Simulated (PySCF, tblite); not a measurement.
Isomers of C5H11FSi3. Method: GFN2-xTB as coded in tblite; computed harmonic values from a numerical Hessian at the method's own geometry, unscaled. Errors from tens to a few hundred cm⁻¹ against measured bands are possible. Modes of hydrogen on silicon can be 10 to 20 % off. One conformer each.

Electronic energies: PBE0/pcSseg-1 single points on the GFN2-xTB geometries (PySCF, gas phase).

```tsv
SMILES	electronic energy, lowest = 0 (kcal/mol)
C#CC[SiH2][Si]1(F)C[SiH2]C1	16.1
C#CCC[Si@]1(F)C[SiH2][SiH2]1	21.8
C#C[C@@H]1C[SiH2][SiH2][C@@H](F)[SiH2]1	67.5
C#C[SiH2]C[Si]1(F)C[SiH2]C1	0.0
```

Problem. How do GFN2-xTB zero-point energies change the relative energies?

Solution. 
```
                                 SMILES  ZPE (kcal/mol)  of it from modes above 1550 cm⁻¹  electronic (kcal/mol)  with ZPE, lowest = 0 (kcal/mol)  lowest mode (cm⁻¹)  rings
            C#C[SiH2]C[Si]1(F)C[SiH2]C1            84.3                              46.6                    0.0                              0.0                  23      1
            C#CC[SiH2][Si]1(F)C[SiH2]C1            84.3                              46.5                   16.1                             16.2                   6      1
           C#CCC[Si@]1(F)C[SiH2][SiH2]1            85.2                              46.1                   21.8                             22.7                  27      1
C#C[C@@H]1C[SiH2][SiH2][C@@H](F)[SiH2]1            82.3                              43.9                   67.5                             65.5                  46      1
```

The zero-point energies span 2.9 kcal/mol, from `C#C[C@@H]1C[SiH2][SiH2][C@@H](F)[SiH2]1` to `C#CCC[Si@]1(F)C[SiH2][SiH2]1`. The order is unchanged.

Problem. And how do the electronic energies of GFN2-xTB itself compare?

Solution. `C#C[SiH2]C[Si]1(F)C[SiH2]C1` 0.4; `C#CC[SiH2][Si]1(F)C[SiH2]C1` 0.0; `C#CCC[Si@]1(F)C[SiH2][SiH2]1` 3.5; `C#C[C@@H]1C[SiH2][SiH2][C@@H](F)[SiH2]1` 24.8 kcal/mol, lowest = 0. Against the energies above, taken from the same isomer `C#C[SiH2]C[Si]1(F)C[SiH2]C1`, the largest difference is 43.1 kcal/mol.
